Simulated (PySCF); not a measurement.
## C₆ coefficients of unlike pairs at UHF

Calculated with PySCF 2.14 from the dipole response of each species, C₆(A,B) = (3/π) ∫ α_A(iu) α_B(iu) du, in atomic units, from isotropic polarisabilities. For ions this is the dispersion term alone; charge-induced terms of lower order in 1/R come first.

```json
{"species": "K⁺", "configuration": "[Ar] (1S)", "basis": "dyall-acv3z (25s18p7d3f)", "relativity": "spin-free X2C", "α (bohr³)": "5.439", "C₆ (like pair)": "23.14"}
{"species": "Pb", "configuration": "[Xe] 4f14 5d10 6s2 6p2 (3P)", "basis": "aug-cc-pwCVTZ-PP with ECP60MDF (8s7p6d4f1g)", "relativity": "core potential", "α (bohr³)": "62.79", "C₆ (like pair)": "744.9"}
{"species": "Fe⁺", "configuration": "[Ar] 3d6 4s1 (6D)", "basis": "aug-cc-pVDZ (7s6p4d2f)", "relativity": "none", "α (bohr³)": "36.24", "C₆ (like pair)": "189.9"}
{"species": "As", "configuration": "[Ar] 3d10 4s2 4p3 (4S)", "basis": "aug-cc-pVDZ-PP with ECP10MDF (5s4p3d)", "relativity": "core potential", "α (bohr³)": "29.52", "C₆ (like pair)": "250.5"}
```

Question: Estimate C₆ for Fe⁺ with K⁺.

Answer: The integral gives 53.08. The combination rule 2 C_A C_B / (C_A α_B/α_A + C_B α_A/α_B) gives 48.11 and the geometric mean 66.30.

No spin-orbit coupling is included, so Pb, close to jj coupling, stand for model states.

The other pairs:

```json
{"pair": "Fe⁺, Pb", "C₆": "373.1"}
{"pair": "As, K⁺", "C₆": "68.17"}
{"pair": "As, Fe⁺", "C₆": "209.2"}
{"pair": "As, Pb", "C₆": "425.9"}
{"pair": "Pb, K⁺", "C₆": "112.5"}
```
